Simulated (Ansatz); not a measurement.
CH4Sn (SMILES [CH3][SnH]) moved off its minimum; all values from Ansatz (a quantum-chemistry and plane-wave program), cores frozen in correlated methods. Elements past Kr take the def2 small-core potentials, without spin–orbit coupling.
(charge 0, multiplicity 1)
```xyz
6

Sn     0.11056     0.28905     0.29248
H     -0.43962     1.47833    -1.02870
C      0.16643    -1.32996    -1.19225
H      0.70335    -1.33829    -1.96732
H     -1.05128    -1.48362    -1.69079
H      0.25376    -2.37316    -0.50457
```

Forces at B3LYP/def2-TZVPP (eV/Å):

```
atom      Fx      Fy      Fz
----  ------  ------  ------
Sn1   -0.312   0.540  -0.846
H2     0.237  -0.253   0.565
C3    -7.960  -3.460   6.814
H4     4.597  -0.092  -5.923
H5     3.312   0.673   1.551
H6     0.126   2.593  -2.160
```

Give the forces (eV/Å), the total energy and the dipole at CCSD(T)/def2-TZVPPD.


```
atom      Fx      Fy      Fz
----  ------  ------  ------
Sn1   -0.324   0.545  -0.875
H2     0.236  -0.258   0.584
C3    -8.020  -3.415   6.924
H4     4.714  -0.094  -6.066
H5     3.287   0.670   1.570
H6     0.107   2.553  -2.136
```
Energy -253.7935 hartree, dipole 0.79 D.

Doubts at one or more of the structures used: a restricted determinant that unrestricted orbitals would lower (CCSD(T)/def2-TZVPPD).
